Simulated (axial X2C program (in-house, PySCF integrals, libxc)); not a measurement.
**Bond lengths and stretching modes, held linear, of HCAs**

Computed with an in-house all-electron X2C program for linear molecules (integrals from PySCF): two-component X2C with atomic mean-field Coulomb and Gaunt terms, Gaussian nuclei, basis H dyall-v3z, C dyall-v3z, As dyall-v3z with contracted cores. Spin-free rows use the one-electron spin-free X2C Hamiltonian.

Masses H 1.008, C 12.000, As 74.922 u. States: 2c Ω = 0 (all partner blocks equally filled); spin-free M_S = 0, Λ = 0 (closed shell).

PBE0, 2c: energies above the lowest point

```
r(H–C) (Å)  r(C–As) (Å)  E (meV)
    1.0491       1.5990    55.75
    1.0491       1.6400    13.54
    1.0491       1.6810    59.56
    1.0760       1.5990    43.21
    1.0760       1.6400     0.00
    1.0760       1.6810    44.98
    1.0760       1.7220   161.57
    1.1029       1.5990    57.64
    1.1029       1.6400    13.45
    1.1029       1.6810    57.41
    1.1298       1.6400    50.07
    1.1298       1.7220   207.52
```

Question: Fit a quadratic surface with cubic terms in each bond: where is the minimum, and what are the two stretching wavenumbers?

Answer: At PBE0, 2c: bonds 1.075 and 1.638 Å; harmonic stretches 1130.7 and 3331.3 cm⁻¹; force constants 6, 8.47 and coupling -0.15 mdyn/Å.

The other levels and Hamiltonians give:

```csv
Hamiltonian,level,r(H–C) (Å),r(C–As) (Å),lower stretch (cm⁻¹),upper stretch (cm⁻¹)
2c,HF,1.063,1.618,1210.5,3481.1
2c,TPSSh,1.075,1.644,1107.5,3304.0
2c,MP2,1.076,1.671,1062.7,3326.0
spin-free,PBE0,1.075,1.638,1131.7,3331.4
spin-free,HF,1.063,1.617,1212.8,3481.2
spin-free,TPSSh,1.075,1.644,1108.3,3304.0
spin-free,MP2,1.076,1.673,1023.1,3324.5
```

Each state is one determinant, the lowest of a limited PBE0 search; the stretches come from a fit to these few points and carry an uncertainty of a few per cent. Other orders of the atoms were not compared. MP2 freezes inner shells (threshold -2 hartree). The molecule was held linear; bending was not examined, so a bent shape may lie lower.
